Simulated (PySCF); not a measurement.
PySCF 2.14 output of an unrestricted B2PLYP calculation on a single atom or ion in dyall-av2z (16s12p7d2f, 101 functions), with no relativity, point nucleus:

```
SCF conv_tol = 1e-09
number electrons alpha = 12  beta = 9
    A. D. Becke.,  Phys. Rev. A 38, 3098 (1988)
    C. Lee, W. Yang, and R. G. Parr.,  Phys. Rev. B 37, 785 (1988)
    B. Miehlich, A. Savin, H. Stoll, and H. Preuss.,  Chem. Phys. Lett. 157, 200 (1989)
cycle= 1 E= -942.653859285934  delta_E= -0.00612  |g|= 0.0179  |ddm|= 0.125
cycle= 2 E= -942.653909407367  delta_E= -5.01e-05  |g|= 0.00575  |ddm|= 0.0221
cycle= 3 E= -942.653913534704  delta_E= -4.13e-06  |g|= 0.00137  |ddm|= 0.00605
cycle= 4 E= -942.653913797991  delta_E= -2.63e-07  |g|= 4.32e-05  |ddm|= 0.00147
cycle= 5 E= -942.653913799756  delta_E= -1.77e-09  |g|= 9.36e-06  |ddm|= 0.000326
cycle= 6 E= -942.65391379981  delta_E= -5.43e-11  |g|= 2.52e-06  |ddm|= 3.76e-05
converged SCF energy = -942.65391379981  <S^2> = 3.7510633  2S+1 = 4.0005316
```

The run itself started from symmetry-adapted Hartree-Fock orbitals and held the occupation by maximum overlap, on a logarithmic radial grid, so the iterations belong to that start.

Question: Which element, charge and spin multiplicity is this?

Answer: V²⁺ (vanadium, charge +2), multiplicity 4; the state was [Ar] 3d2 4s1, high-spin 4F determinant (an excited configuration). The SCF energy lacks the PT2 part of the double hybrid.
